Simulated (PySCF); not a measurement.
C6H5NS.
SMILES with atom numbers: `[CH3:1][C:2]#[C:3][c:4]1[cH:5][cH:6][s:7][n:8]1` (hydrogens: H9, H10, H11 on C1; H12 on C5; H13 on C6)

Cartesian coordinates in Å at the GFN2-xTB level; atoms count from 1:
```
atom  x, y, z in Å
C1    -3.132   -0.092    0.036
C2    -1.701    0.088    0.051
C3    -0.506    0.234    0.061
C4     0.894    0.392    0.071
C5     1.815   -0.663   -0.183
C6     3.088   -0.195   -0.103
S7     3.061    1.482    0.273
N8     1.440    1.563    0.322
H9    -3.480   -0.224   -0.988
H10   -3.404   -0.974    0.617
H11   -3.620    0.782    0.466
H12    1.527   -1.674   -0.404
H13    4.013   -0.717   -0.236
```

Vertical excitations from PySCF (density fitting, frozen core in the response, grid level 2 and gas phase unless stated; continuum runs use non-equilibrium linear response for the excitations) on a GFN2-xTB geometry. Reference run:

| settings | S1, eV (f) | S2, eV (f) | S3, eV (f) | S4, eV (f) | S5, eV (f) | S6, eV (f) | T1, eV (Tamm–Dancoff) | mean α (au) |
| --- | --- | --- | --- | --- | --- | --- | --- | --- |
| PBE0/def2-SVPD, full TDDFT, 6 singlets | 4.99 (0.295) | 5.15 (0.000) | 5.46 (0.002) | 5.68 (0.000) | 5.86 (0.011) | 6.20 (0.161) | 3.49 | 99.0 |

Q: What do these settings give: BP86/def2-SVP, full TDDFT, 1 singlet?

A: 
```
                            settings    S1, eV (f)  S2, eV (f)  S3, eV (f)  S4, eV (f)  S5, eV (f)  S6, eV (f)  T1, eV (Tamm–Dancoff)  mean α (au)
BP86/def2-SVP, full TDDFT, 1 singlet  4.59 (0.149)           –           –           –           –           –                      –         86.9
```

S1 moves by -0.40 eV; functional and basis change together, so the shift can't be laid on one. States are counted by energy in each run and needn't keep their character from row to row.

Q: Give the leading configurations of S1 (H = HOMO, L = LUMO) and the HOMO–LUMO gap of each run.

A: 
| settings | S1 configurations (weight) | S1 (eV) | orbital gap (eV) | S1 − gap (eV) |
| --- | --- | --- | --- | --- |
| PBE0/def2-SVPD, full TDDFT, 6 singlets | H→L 0.92 | 4.99 | 5.63 | -0.64 |
| BP86/def2-SVP, full TDDFT, 1 singlet | H→L 0.83 | 4.59 | 3.87 | +0.72 |

